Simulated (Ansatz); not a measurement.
C8H16ClHfNSi, SMILES `C[N](C)[Hf]1234([CH3])([Cl])[C@@H]5[C@H]1[C@H]2[C@@]3([SiH3])[C@@H]54` at its PBE0-D4/def2-TZVP geometry, where that method's forces vanish. Total charge 0; spin multiplicity 1. Hf takes the def2 core potential.

```xyz
28

C     0.6285   -2.5862    0.1261
N     0.0880   -1.5950   -0.7704
C     0.4944   -1.8111   -2.1382
Hf   -0.8772    0.0372   -0.0592
C    -2.4356   -0.8777    1.2533
Cl   -2.0480    0.9832   -1.9025
C    -0.6205    1.6194    1.9575
C     0.4118    0.6541    2.0428
C     1.2667    0.8313    0.9420
C     0.7624    1.8961    0.1413
Si    1.4930    2.5611   -1.4348
C    -0.3974    2.3875    0.8063
H     1.7290   -2.6066    0.1016
H     0.3212   -2.3947    1.1593
H     0.2735   -3.5940   -0.1306
H     0.1555   -2.7917   -2.5010
H     1.5888   -1.7796   -2.2476
H     0.0687   -1.0505   -2.7964
H    -2.0368   -1.4221    2.1163
H    -3.1594   -0.1513    1.6376
H    -2.9889   -1.6013    0.6404
H    -1.4396    1.7298    2.6523
H     0.5165   -0.0907    2.8192
H     2.1462    0.2419    0.7246
H     1.7173    1.4585   -2.4082
H     2.8063    3.2041   -1.1619
H     0.5642    3.5616   -2.0140
H    -1.0289    3.1865    0.4441
```

Question: What forces (eV/Å) does r2SCAN-D4/def2-TZVPP give on these atoms in Ansatz 0.2.0? (Best estimate.)

Answer: Computed: 
```
C1   0.086 -0.143  0.150
N2  -0.132  0.071  0.014
C3   0.067 -0.024 -0.228
Hf4 -0.055  0.000 -0.014
C5  -0.020 -0.023  0.004
Cl6 -0.053  0.015 -0.063
C7  -0.141  0.047  0.179
C8   0.024 -0.130  0.198
C9   0.217 -0.114 -0.009
C10  0.115  0.119 -0.212
Si11-0.001  0.012 -0.004
C12 -0.126  0.211 -0.019
H13  0.009 -0.002 -0.004
H14 -0.002  0.010 -0.007
H15 -0.001 -0.002 -0.006
H16  0.002 -0.006  0.005
H17  0.006 -0.006  0.002
H18  0.005 -0.008  0.017
H19 -0.018  0.008 -0.001
H20  0.006 -0.014  0.005
H21  0.002  0.003  0.007
H22  0.003 -0.005 -0.004
H23 -0.004 -0.001 -0.001
H24  0.003 -0.002 -0.004
H25  0.001  0.018  0.008
H26 -0.020 -0.013 -0.013
H27  0.023 -0.018  0.006
H28  0.002 -0.005 -0.004
```
